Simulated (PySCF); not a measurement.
Molfile (atoms numbered from 1):
```
C6H9FOSi
     RDKit          3D

 18 18  0  0  0  0  0  0  0  0999 V2000
    3.7533   -0.3627   -0.7968 C   0  0  0  0  0  0  0  0  0  0  0  0
    2.3703   -0.6115   -0.4422 C   0  0  0  0  0  0  0  0  0  0  0  0
    1.2077   -0.8290   -0.1485 C   0  0  0  0  0  0  0  0  0  0  0  0
   -0.5132   -1.1420    0.3147 Si  0  0  1  0  0  4  0  0  0  0  0  0
   -0.5323   -2.5431    1.1345 F   0  0  0  0  0  0  0  0  0  0  0  0
   -1.4714    0.1924    1.1983 C   0  0  0  0  0  0  0  0  0  0  0  0
   -2.8610   -0.0318    0.5800 C   0  0  0  0  0  0  0  0  0  0  0  0
   -2.6552   -0.4097   -0.8909 C   0  0  0  0  0  0  0  0  0  0  0  0
   -1.5214   -1.2536   -1.0046 O   0  0  0  0  0  0  0  0  0  0  0  0
    4.1522   -1.1867   -1.4092 H   0  0  0  0  0  0  0  0  0  0  0  0
    3.8516    0.5689   -1.3752 H   0  0  0  0  0  0  0  0  0  0  0  0
    4.3807   -0.2746    0.1037 H   0  0  0  0  0  0  0  0  0  0  0  0
   -1.4684    0.1331    2.2956 H   0  0  0  0  0  0  0  0  0  0  0  0
   -1.0637    1.1780    0.9142 H   0  0  0  0  0  0  0  0  0  0  0  0
   -3.5195    0.8466    0.6727 H   0  0  0  0  0  0  0  0  0  0  0  0
   -3.3613   -0.8662    1.0999 H   0  0  0  0  0  0  0  0  0  0  0  0
   -2.4933    0.4975   -1.5029 H   0  0  0  0  0  0  0  0  0  0  0  0
   -3.5326   -0.9329   -1.3032 H   0  0  0  0  0  0  0  0  0  0  0  0
  1  2  1  0
  2  3  3  0
  3  4  1  0
  4  5  1  1
  4  6  1  0
  6  7  1  0
  7  8  1  0
  8  9  1  0
  9  4  1  0
  1 10  1  0
  1 11  1  0
  1 12  1  0
  6 13  1  0
  6 14  1  0
  7 15  1  0
  7 16  1  0
  8 17  1  0
  8 18  1  0
M  END
```

Geometry: PBE0-D3(BJ)/def2-SVP; GIAO shifts from PySCF 2.14.0 with density-fitted response routines, gas phase, non-relativistic, averaged over equivalent atoms.

At HF/pcSseg-1 (205 basis functions, 19 s wall time on 1 thread of an Arm Neoverse V1, shared host):
| atoms | δ (ppm) |
| --- | --- |
| C2 | 114.2 |
| C3 | 81.1 |
| C8 | 60.8 |
| C7 | 24.5 |
| C6 | 7.4 |
| C1 | 4.2 |
| Si4 | -19.7 |
| F5 | -108.1 |
| O9 | 44.7 |
| H18 | 3.88 |
| H17 | 3.33 |
| H10/H11/H12 | 1.95 |
| H15 | 1.65 |
| H16 | 1.59 |
| H13 | 0.65 |
| H14 | 0.23 |

Chemical shifts δ = σref − σ; ¹³C (190.85 ppm) and ²⁹Si (393.43 ppm) and ¹H (31.69 ppm) vs TMS; CFCl3 for ¹⁹F (246.35 ppm); ¹⁷O (333.31 ppm) vs H2O, all at this level.

**Question.** What do these become at PBE0/pcSseg-1?

**Answer.** 
| atoms | δ at PBE0/pcSseg-1 | change |
| --- | --- | --- |
| C2 | 110.9 | -3.3 |
| C3 | 80.4 | -0.7 |
| C8 | 68.6 | +7.8 |
| C7 | 28.1 | +3.6 |
| C6 | 11.3 | +3.9 |
| C1 | 5.5 | +1.3 |
| Si4 | -11.9 | +7.8 |
| F5 | -136.2 | -28.1 |
| O9 | 86.4 | +41.7 |
| H18 | 4.11 | +0.23 |
| H17 | 3.63 | +0.30 |
| H10/H11/H12 | 1.95 | +0.00 |
| H15 | 1.77 | +0.12 |
| H16 | 1.74 | +0.15 |
| H13 | 0.76 | +0.11 |
| H14 | 0.33 | +0.10 |

Chemical shifts δ = σref − σ; ¹³C (σref 184.41) and ²⁹Si (σref 351.99) and ¹H (σref 31.27) vs TMS; ¹⁹F (σref 177.25) against CFCl3; ¹⁷O (σref 334.56) vs H2O, all at this level.

The largest change is at O9 (oxygen bonded to C, Si, in a 5-membered ring). Cost: 205 basis functions, 34 s wall time on 1 thread of an Arm Neoverse V1, shared host. The order of the carbon signals is the same at both levels.

Unscaled 19F shifts against computed CFCl3 carry errors that often reach 10 to 50 ppm. Experimental scales use liquid or dissolved standards, which lie at an offset from isolated H2O (liquid H2O: subtract about 36 ppm).
